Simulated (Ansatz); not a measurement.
A nudged elastic band was laid between two geometries of C$_{2}$H$_{4}$BFS (9 atoms, charge 0, multiplicity 1).

All numbers below come from Ansatz 0.2.0, RKS r2SCANh-D4/def2-SVP.

```
movable images  : 4
climbing image  : no
spring          : 5.0 eV/Å²
optimiser       : quadratic models (default)
start path      : through a guess of the saddle point
force threshold : 0.05 eV/Å
iteration limit : 60
end points      : relaxed
```

First end point:

```xyz
9
Properties=species:S:1:pos:R:3
F 1.471 -0.312 -1.609
C 0.851 0.415 -0.617
C -0.436 -0.222 -0.199
B -0.991 -0.186 1.237
S -0.324 -1.757 0.893
H 0.636 1.423 -1.014
H 1.546 0.509 0.232
H -1.136 -0.360 -1.034
H -1.528 0.444 2.095
```

Last end point:

```xyz
9
Properties=species:S:1:pos:R:3
F 0.486 1.296 -1.510
C 0.896 0.329 -0.619
C -0.312 -0.439 -0.144
B -1.144 -0.017 1.076
S -0.114 -1.373 1.475
H 1.406 0.812 0.229
H 1.614 -0.329 -1.135
H -0.784 -1.040 -0.933
H -1.960 0.714 1.543
```

**Question.** What changes between the two ends?

**Answer.** No bond is made or broken. The dihedral H7–C2–C3–S5 goes from -46 to 82°.

**Question.** Give the energies along the band, and the barrier.

**Answer.** It converged. The highest image is number 3 of 0 to 5, 14.8 kJ/mol above the first end and 9.1 kJ/mol above the last; the last end lies 5.7 kJ/mol above the first. No image climbed, so the highest image needn't sit at the top of the path.

| image | path coordinate (Å) | energy (kJ/mol) | dihedral H7–C2–C3–S5 (°) |
| --- | --- | --- | --- |
| 0 | 0.00 | 0.0 | -46 |
| 1 | 0.70 | 5.5 | -21 |
| 2 | 1.41 | 14.5 | 5 |
| 3 | 2.11 | 14.8 | 31 |
| 4 | 2.82 | 8.7 | 56 |
| 5 | 3.52 | 5.7 | 82 |

**Question.** What is the geometry of the highest image?

**Answer.** 
```xyz
9
Properties=species:S:1:pos:R:3
F 0.822 0.573 -1.960
C 0.885 0.368 -0.604
C -0.362 -0.380 -0.159
B -1.134 -0.052 1.125
S -0.177 -1.495 1.350
H 0.970 1.351 -0.111
H 1.792 -0.214 -0.374
H -0.848 -0.881 -1.006
H -1.860 0.683 1.721
```

Time of the run: 92 s on 2 threads of Arm Neoverse V1 (shared host), peak memory 0.21 GiB.
